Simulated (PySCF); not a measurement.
H8N2Si3, SMILES [SiH2]1N[SiH2][SiH]1N. Geometry optimised at PBE-D3(BJ)/def2-SVP. This is a generated structure with no PubChem entry under its InChIKey; it may be hypothetical. Other conformers were not sampled.

Computed equilibrium geometry at PBE-D3(BJ)/def2-SVP (PySCF confirms it by a frequency run) as bond lengths and angles (one conformer of several):
Atoms: N1 Si2 Si3 N4 Si5 H6 H7 H8 H9 H10 H11 H12 H13. Bond lengths (Å): N1–Si2 1.750, N1–H6 1.024, N1–H7 1.024, Si2–Si3 2.368, Si2–Si5 2.387, Si2–H8 1.506, Si3–N4 1.769, Si3–H9 1.512, Si3–H10 1.514, N4–Si5 1.774, N4–H11 1.025, Si5–H12 1.515, Si5–H13 1.513. Bond angles (°): Si2–N1–H6 117.7, Si2–N1–H7 117.6, H6–N1–H7 109.8, N1–Si2–Si3 118.2, N1–Si2–Si5 126.3, N1–Si2–H8 106.6, Si3–Si2–Si5 75.5, Si3–Si2–H8 115.2, Si5–Si2–H8 112.6, Si2–Si3–N4 87.0, Si2–Si3–H9 119.8, Si2–Si3–H10 115.9, N4–Si3–H9 113.1, N4–Si3–H10 114.5, H9–Si3–H10 106.1, Si3–N4–Si5 110.6, Si3–N4–H11 124.6, Si5–N4–H11 124.7, Si2–Si5–N4 86.3, Si2–Si5–H12 116.9, Si2–Si5–H13 120.6, N4–Si5–H12 113.9, N4–Si5–H13 112.4, H12–Si5–H13 105.9.
